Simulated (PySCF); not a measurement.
Exact mass, isotope pattern and composition

Species: `[c]1ccc2ccncc2c1` [radical].

All values are calculated from tables of isotopes.

Q: Find the molar and monoisotopic masses of C9H6N.

A: For C9H6N, with standard atomic weights, 9 × 12.011 + 1 × 14.007 + 6 × 1.008 = 128.154 g/mol. From the most abundant isotopes (12C, 14N, 1H), 9 × 12.000000 + 1 × 14.003074 + 6 × 1.007825 = 128.0500 u.

Q: What cluster does the singly charged cation M+ show when like nominal masses merge?

A: 
| nominal mass | m/z (centroid) | relative intensity |
| --- | --- | --- |
| 128 | 128.0495 | 100.0 |
| 129 | 129.0526 | 10.2 |
| 130 | 130.0557 | 0.5 |

Lines under 0.1 % of the tallest are left out. One electron mass, 0.00055 u, is taken off. Abundances used (%; other tables differ somewhat): 12C 98.93, 13C 1.07; 14N 99.632, 15N 0.368; 1H 99.9885, 2H 0.0115.

Q: Elemental analysis, calculated?

A: C 84.35 %, N 10.93 %, H 4.72 %.

Q: List the species in which a single atom is changed from its most abundant isotope.

A: Intensity in % of the monoisotopic species:

```tsv
isotope	mass shift (u)	m/z	intensity (%)
15N	+0.99703	129.0465	0.37
13C	+1.00335	129.0528	9.73
2H	+1.00628	129.0558	0.07
```

Species under 0.02 % are left out.

Q: Count the protons, neutrons and electrons of the monoisotopic species, and give its exact less its nominal mass.

A: 67 protons, 61 neutrons and 67 electrons; 128.0500 − 128 = +0.0500 u.
